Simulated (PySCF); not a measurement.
2-hydroxyethyl prop-2-enoate (C5H8O3), SMILES C=CC(=O)OCCO. Atoms are numbered in the order given.

```xyz
16

C      3.3514     0.5664     0.2181
C      2.2170     0.7026    -0.4705
C      1.0088    -0.0631    -0.0829
O      0.9376    -0.8409     0.8346
O     -0.0172     0.2212    -0.9013
C     -1.2426    -0.4513    -0.6498
C     -2.0606     0.2563     0.4213
O     -3.3034    -0.3598     0.6013
H      4.2551     1.1189    -0.0487
H      3.3886    -0.1146     1.0736
H      2.1265     1.3688    -1.3320
H     -1.7827    -0.4479    -1.6093
H     -1.0521    -1.4908    -0.3449
H     -1.5240     0.1912     1.3794
H     -2.1457     1.3301     0.1619
H     -3.8456    -0.1843    -0.1744
```

Coordinates come from a PBE0-D3(BJ)/def2-SVP optimisation. One conformer was computed; it need not be the lowest.

All values below come from SMD-PBE0/def2-SVP (PySCF).

Solvation free energies are E(SMD) − E(gas) at the gas-phase geometry, for 1 M in both phases. In vacuum the dipole moment is 2.91 D.

Task: Estimate the solvation free energies in water, dichloromethane, dimethylsulfoxide. (An estimate is asked for; the answer gives what the named calculation found.)

Result: 
| solvent | ΔG(solv) (kcal/mol) | its non-electrostatic (CDS) part | dipole (D) |
|---|---|---|---|
| water | -7.5 | 5.5 | 4.04 |
| dichloromethane | -7.4 | -0.9 | 3.51 |
| dimethylsulfoxide | -7.2 | -0.9 | 3.55 |
